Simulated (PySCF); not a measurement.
Geometry:
| atom | x (Å) | y (Å) | z (Å) |
| --- | --- | --- | --- |
| N1 | -3.364 | 0.938 | -0.039 |
| C2 | -2.288 | 0.600 | -0.228 |
| C3 | -0.925 | 0.171 | -0.438 |
| C4 | -0.628 | -1.091 | 0.383 |
| C5 | 0.824 | -1.427 | 0.326 |
| C6 | 1.771 | -0.543 | 0.016 |
| C7 | 1.485 | 0.872 | -0.263 |
| O8 | 2.338 | 1.657 | -0.606 |
| C9 | 0.043 | 1.292 | -0.044 |
| H10 | -0.800 | -0.054 | -1.505 |
| H11 | -1.223 | -1.932 | 0.018 |
| H12 | -0.912 | -0.926 | 1.429 |
| H13 | 1.087 | -2.449 | 0.561 |
| H14 | 2.812 | -0.827 | -0.035 |
| H15 | -0.073 | 1.520 | 1.021 |
| H16 | -0.155 | 2.207 | -0.606 |

Geometry: GFN2-xTB; GIAO shifts from PySCF, gas phase, non-relativistic, averaged over equivalent atoms.

At B97-2/pcSseg-1 (188 basis functions, 28 s wall time on 1 thread of an Intel Xeon Platinum 8488C, shared host):
```tsv
atoms	δ (ppm)
N1	291.6
C7	193.7
C5	151.5
C6	134.0
C2	122.5
C9	44.4
C4	34.1
C3	26.8
O8	665.2
H13	7.14
H14	6.19
H10	2.75
H16	2.71
H12	2.67
H11	2.62
H15	2.51
```

δ = σ(ref) − σ, references computed at the same level: $^{15}$N (σref 265.03) vs NH3; $^{13}$C (σref 186.19), $^{1}$H (σref 31.82) vs TMS; H2O for $^{17}$O (σref 333.19).

Task: What do these become at PBE0/pcSseg-1?

Result: 
```
atoms  δ at PBE0/pcSseg-1  change
   N1               301.0    +9.4
   C7               197.6    +3.9
   C5               154.8    +3.3
   C6               137.2    +3.2
   C2               125.3    +2.8
   C9                45.0    +0.6
   C4                34.2    +0.1
   C3                26.6    -0.2
   O8               687.2   +22.0
  H13                7.21   +0.07
  H14                6.25   +0.06
  H10                2.76   +0.01
  H16                2.72   +0.01
  H12                2.66   -0.01
  H11                2.63   +0.01
  H15                2.50   -0.01
```

Referencing at the same level of theory: $^{15}$N (σ = 267.73 ppm) vs NH3; TMS for $^{13}$C (σ = 186.93 ppm) and $^{1}$H (σ = 31.72 ppm); $^{17}$O (σ = 336.08 ppm) vs H2O.

The largest change is at O8 (ketone oxygen). Cost: 188 basis functions, 35 s wall time on 1 thread of an Intel Xeon Platinum 8488C, shared host. The order of the carbon signals is the same at both levels.

Unscaled 17O shifts of doubly bonded oxygen tend to come out too high, by tens of ppm or more. Experimental scales use liquid or dissolved standards, which lie at an offset from isolated NH3 (liquid NH3: subtract about 20 ppm) and H2O (liquid H2O: subtract about 36 ppm). Unscaled 15N shifts of sp2 nitrogen often come out too high even then, by a few to some tens of ppm.
